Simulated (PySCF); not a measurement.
Computed shifts of a molecule C₈H₈N₂S, PBE/pcSseg-1 (PySCF), GIAO, gas phase, equivalent atoms averaged, in ppm (number of nuclei): ¹³C: 152.1 (1), 143.9 (1), 140.3 (1), 130.3 (1), 129.6 (1), 117.9 (1), 114.7 (1), 39.4 (1). ¹⁵N: 365.9 (1), 184.4 (1). ¹H: 8.43 (1), 8.06 (1), 6.83 (1), 6.82 (1), 6.53 (1), 3.92 (3). References: ¹³C against TMS (σ = 182.0 ppm); ¹⁵N against NH3 (σ = 267.0 ppm); ³³S against H2S (σ = 706.5 ppm); ¹H against TMS (σ = 31.49 ppm), references at their B3LYP-D3(BJ)/def2-TZVP geometries, non-relativistic. Geometry optimised at B3LYP-D3(BJ)/def2-SVP. The values are those of a single conformer.

Question: Which structure fits?
(A) Cc1ccc2nsnc2c1C
(B) CCc1cccc2nsnc12
(C) Cn1cccc1-c1cncs1
(D) Cc1ccc(C)c2nsnc12

Answer: C, Cn1cccc1-c1cncs1
